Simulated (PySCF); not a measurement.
How methods differ on the excitation energy of P

P [Ne] 3s2 3p3 (4S) → P [Ne] 3s2 3p2 4s1 (4P), as a difference of total energies. All numbers are calculated (PySCF 2.14, the non-relativistic Hamiltonian (point nucleus), in aug-cc-pV(D+d)Z). Correlated levels: valence: [Ne] frozen. The calculations carry no spin-orbit coupling.

```tsv
method	excitation energy (eV)	error (eV)
UHF	7.032	+0.065
LDA	7.091	+0.124
PBE	7.094	+0.127
PBE0	7.211	+0.244
r2SCAN	7.432	+0.465
BHandHLYP	7.147	+0.180
M06-2X	7.083	+0.116
M06-L	7.734	+0.767
PW91	7.107	+0.140
MP2 (valence)	7.215	+0.248
SCS-MP2 (valence)	7.135	+0.168
```

Reference: 6.967 eV (measured; NIST levels, between the centres of gravity of the two terms).

Errors of the correlated levels include the incompleteness of this basis and the frozen core.

The promoted electron is Rydberg-like, and one or two diffuse shells describe it only roughly, which tends to raise the upper state.
